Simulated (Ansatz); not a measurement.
One change: `[SiH3][O][SnH3]` becomes `[SiH3]O[SiH3]`.

Ansatz, PBE0-D4/def2-TZVP geometries, multiplicity 1. 

Elements past krypton have def2 core potentials.

| property | `[SiH3][O][SnH3]` |
| --- | --- |
| HOMO energy (PBE/def2-TZVPP) / eV | -6.82 |
| HOMO energy (B3LYP/def2-TZVPP) / eV | -8.04 |
| HOMO–LUMO gap (B3LYP/def2-TZVPP) / eV | 7.04 |
| HOMO–LUMO gap (PBE0/def2-TZVPP) / eV | 7.49 |
| LUMO energy (ωB97M-V/def2-TZVPP) / eV | 0.76 |
| size of the dipole moment (ωB97M-V/def2-TZVPP) / D | 2.12 |

Task: What does the change do to each property? (Estimate.)

Result: Ansatz gave: 
| property | `[SiH3]O[SiH3]` | shift |
| --- | --- | --- |
| HOMO energy (PBE/def2-TZVPP) / eV | -7.32 | -0.50 |
| HOMO energy (B3LYP/def2-TZVPP) / eV | -8.54 | -0.50 |
| HOMO–LUMO gap (B3LYP/def2-TZVPP) / eV | 8.11 | 1.07 |
| HOMO–LUMO gap (PBE0/def2-TZVPP) / eV | 8.52 | 1.03 |
| LUMO energy (ωB97M-V/def2-TZVPP) / eV | 1.47 | 0.71 |
| size of the dipole moment (ωB97M-V/def2-TZVPP) / D | 0.27 | -1.85 |

With PBE0 the HOMO falls by 0.49 eV and the LUMO rises by 0.54 eV, so the gap widens by about 1.03 eV. PBE moves the HOMO by -0.50 eV and ωB97M-V by -0.48 eV. Dipoles are sizes alone; their direction can turn.

B3LYP here is the variant with VWN-RPA as its local correlation; programs differ in this.
